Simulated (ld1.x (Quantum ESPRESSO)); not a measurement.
## Before and after: TM potential for Re

| Item | Value |
| --- | --- |
| Element | rhenium |
| Generator | ld1.x (Quantum ESPRESSO) 7.5 |
| Type | norm-conserving Troullier–Martins (Kleinman–Bylander form) |
| Functional | PBEsol |
| Relativity | scalar-relativistic |
| Frozen core | [Kr] 4d10 4f14 5s2 |
| Valence charge | 13 |
| Reference configuration | 5p6 5d5 6s2 6p0 |
| Partial waves | 6s (bound): rc 2.40 bohr; 5p (bound): rc 1.75 bohr; 5d (bound): rc 2.60 bohr |
| Local potential | all-electron potential smoothed inside 1.90 bohr (lloc = -2) |
| Core correction | Bessel-smoothed model core inside 1.00 bohr |

Change: local potential all-electron potential smoothed inside 2.92 bohr (lloc = -2).

Cutoffs: the cutoffs (Ry, on a coarse ladder) from which the occupation-weighted sum of valence levels, in a spherical-Bessel basis at the reference potential, stays within 10 and 1 mRy of its value at 400 Ry; they do not see the model core or the augmentation charge, which bear on the density cutoff. Errors are all-electron minus pseudo energies relative to the spin-unpolarised reference configuration.

**Question.** How do hardness, ghosts and transferability respond?

**Answer.** The potential gets neither clearly harder nor softer (45 Ry and 55 Ry → 45 Ry and 55 Ry); the bound ghost in s disappears; of the 7 tests that both files solve, the error grows in 6 and shrinks in 1 by more than 15 % and 0.3 meV (median size 39.2 → 366.9 meV). In the separable form a ghost depends on how the local part lies against the semilocal potential of the channel, so the choice of the local part can create or remove one.

| quantity | base | changed |
| --- | --- | --- |
| cutoff, loose | 45 Ry | 45 Ry |
| cutoff, tight | 55 Ry | 55 Ry |
| bound ghosts | s | none |
| error for 5p6 5d5 6s1 6p0, meV [ΔE 9.29 eV] | -0.8 | -10 |
| error for 5p6 5d5 6s0 6p0, meV [ΔE 25.64 eV] | -39 | -48 |
| error for 5p6 5d4 6s0 6p0, meV [ΔE 52.79 eV] | -14 | -87 |
| error for 5p5 5d5 6s2 6p0, meV [ΔE 52.95 eV] | +856 | -367 |
| error for 5p6 5d5 6s0 6p1, meV [ΔE 15.16 eV] | -66 | -888 |
| error for 5p6 5d5 6s1 6p1, meV [ΔE 4.84 eV] | -27 | -520 |
| error for 5p6 5d5 6s0 6p2, meV [ΔE 9.96 eV] | -77 | -1242 |

 A true bound ghost makes a file unfit for plane-wave use even where its test errors are small: the radial tests pick states by their node count and pass the ghost by.
